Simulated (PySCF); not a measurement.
C8H9, SMILES Cc1[c]cc(C)cc1 (connectivity only; charge and spin as stated), charge +1, multiplicity 1. Atoms are numbered in the order given.

```xyz
17

C      3.0119    -0.1802     0.3513
C      1.5316    -0.0939     0.2022
C      0.7992    -0.2007    -1.0412
C     -0.5773    -0.1049    -1.1867
C     -1.4282     0.1088    -0.0909
C     -2.9174     0.1821    -0.1951
C     -0.8105     0.2291     1.1937
C      0.5005     0.0932     1.0118
H      3.4749    -0.3557    -0.6266
H      3.2769    -1.0063     1.0269
H      3.4061     0.7564     0.7716
H      1.4542    -0.3637    -1.9066
H     -1.0036    -0.1977    -2.1871
H     -3.3357     0.9460     0.4742
H     -3.3655    -0.7880     0.0748
H     -3.2136     0.4179    -1.2261
H     -1.3531     0.3906     2.1276
```
Charge +1, spin multiplicity 1.

Geometry: PBE0-D3(BJ)/def2-SVP. The multiplicity is an assumed one; other spin states were not compared. The isomer is the one that the SMILES or the coordinates give; other isomers of the formula were not compared.

Computed with M06-2X/def2-SVP (PySCF).

ESP charges are fitted to the potential on shells at 1.4 to 2.0 van der Waals radii. Atomic charges (e):

```json
[
 {"atom": "C1", "ESP fit": "-0.36", "Löwdin": "-0.02", "Mulliken": "0.09"},
 {"atom": "C2", "ESP fit": "-0.11", "Löwdin": "-0.02", "Mulliken": "-0.11"},
 {"atom": "C3", "ESP fit": "-0.10", "Löwdin": "0.06", "Mulliken": "-0.10"},
 {"atom": "C4", "ESP fit": "-0.36", "Löwdin": "0.00", "Mulliken": "0.11"},
 {"atom": "C5", "ESP fit": "0.48", "Löwdin": "0.04", "Mulliken": "-0.21"},
 {"atom": "C6", "ESP fit": "-0.55", "Löwdin": "-0.04", "Mulliken": "0.00"},
 {"atom": "C7", "ESP fit": "-0.67", "Löwdin": "-0.01", "Mulliken": "0.05"},
 {"atom": "C8", "ESP fit": "0.67", "Löwdin": "0.33", "Mulliken": "0.20"},
 {"atom": "H9", "ESP fit": "0.18", "Löwdin": "0.07", "Mulliken": "0.09"},
 {"atom": "H10", "ESP fit": "0.18", "Löwdin": "0.07", "Mulliken": "0.12"},
 {"atom": "H11", "ESP fit": "0.18", "Löwdin": "0.08", "Mulliken": "0.12"},
 {"atom": "H12", "ESP fit": "0.25", "Löwdin": "0.08", "Mulliken": "0.12"},
 {"atom": "H13", "ESP fit": "0.24", "Löwdin": "0.07", "Mulliken": "0.08"},
 {"atom": "H14", "ESP fit": "0.20", "Löwdin": "0.06", "Mulliken": "0.10"},
 {"atom": "H15", "ESP fit": "0.20", "Löwdin": "0.07", "Mulliken": "0.12"},
 {"atom": "H16", "ESP fit": "0.19", "Löwdin": "0.06", "Mulliken": "0.10"},
 {"atom": "H17", "ESP fit": "0.38", "Löwdin": "0.11", "Mulliken": "0.13"}
]
```

Give the Mayer and Wiberg (Löwdin basis) orders of the bonds. (The exact figures need the calculation; the answer reports its results.)


```json
[
 {"bond": "C1–C2", "Mayer": "1.02", "Wiberg": "1.04"},
 {"bond": "C2–C3", "Mayer": "1.19", "Wiberg": "1.23"},
 {"bond": "C3–C4", "Mayer": "1.44", "Wiberg": "1.51"},
 {"bond": "C4–C5", "Mayer": "1.39", "Wiberg": "1.41"},
 {"bond": "C5–C6", "Mayer": "1.04", "Wiberg": "1.06"},
 {"bond": "C5–C7", "Mayer": "1.26", "Wiberg": "1.30"},
 {"bond": "C2–C8", "Mayer": "1.51", "Wiberg": "1.62"},
 {"bond": "C7–C8", "Mayer": "1.46", "Wiberg": "1.60"},
 {"bond": "C1–H9", "Mayer": "0.94", "Wiberg": "0.94"},
 {"bond": "C1–H10", "Mayer": "0.94", "Wiberg": "0.93"},
 {"bond": "C1–H11", "Mayer": "0.94", "Wiberg": "0.93"},
 {"bond": "C3–H12", "Mayer": "0.94", "Wiberg": "0.89"},
 {"bond": "C4–H13", "Mayer": "0.97", "Wiberg": "0.91"},
 {"bond": "C6–H14", "Mayer": "0.95", "Wiberg": "0.94"},
 {"bond": "C6–H15", "Mayer": "0.94", "Wiberg": "0.93"},
 {"bond": "C6–H16", "Mayer": "0.95", "Wiberg": "0.94"},
 {"bond": "C7–H17", "Mayer": "0.95", "Wiberg": "0.89"}
]
```
